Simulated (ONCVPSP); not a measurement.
arsenic: from the effect back to the setting (ONCV)

Base potential:

| Item | Value |
| --- | --- |
| Element | arsenic |
| Generator | ONCVPSP 4.0.1 |
| Type | optimised norm-conserving Vanderbilt (ONCV) |
| Functional | Wu-Cohen |
| Relativity | scalar-relativistic |
| Frozen core | [Ar] 3d10 |
| Valence charge | 5 |
| Reference configuration | 4s2 4p2 (charge +1) |
| Partial waves | 4s: rc 1.70 bohr, ncon 5, nbas 8, qcut 3.5 1/bohr, 3 projectors, debl 2.9 Ha; 4p: rc 1.50 bohr, ncon 3, nbas 6, qcut 5.9 1/bohr, 2 projectors, debl 0.8 Ha; d scattering state at 0.1 Ha: rc 1.90 bohr, ncon 3, nbas 7, qcut 5.9 1/bohr, 1 projector |
| Local potential | polynomial inside 1.30 bohr (lpopt 5, dvloc0 0 Ha) |
| Core correction | Teter function, fcfact 4.75, rcfact 1.3 |

Cutoffs, loose and tight: the cutoffs (Ha) at which the residual kinetic energy of the hardest occupied pseudo-wave falls to 1 and 0.1 mHa per electron. They do not see the model core or the augmentation charge, which bear on the density cutoff. Test errors are all-electron minus pseudo excitation energies from the reference, over the configurations 4s2 4p3; 4s2 4p1; 4s2 4p0; 4s2 4p2.5; variants that change the core or the reference have their own tests.

Only the scale of all radii but the core radius (base = 1) is moved (1 further runs of the sweep failed or gave no value and are left out):

```tsv
scale of all radii but the core radius (base = 1)	cutoff, loose	cutoff, tight	bound ghosts	largest test error (meV)
0.77	98 Ha	129 Ha	s, p	-64
0.88	28 Ha	86 Ha	s, p	-60
1.03	36 Ha	49 Ha	none	-47
1.09	34 Ha	45 Ha	none	-45
1.13	32 Ha	42 Ha	none	-43
1.19	29 Ha	38 Ha	none	-41
1.28	23 Ha	32 Ha	none	-41
1.32	21 Ha	31 Ha	none	-40
```

Problem. One more run gave cutoff, loose: 34 Ha; cutoff, tight: 50 Ha; bound ghosts: s; largest test error (meV): -50. Which value of the scale of all radii but the core radius (base = 1) was used?

Solution. 0.98. The tight cutoff moves one way along this sweep, from 129 Ha at 0.77 to 31 Ha at 1.32, which places the run between 0.88 and 1.03.
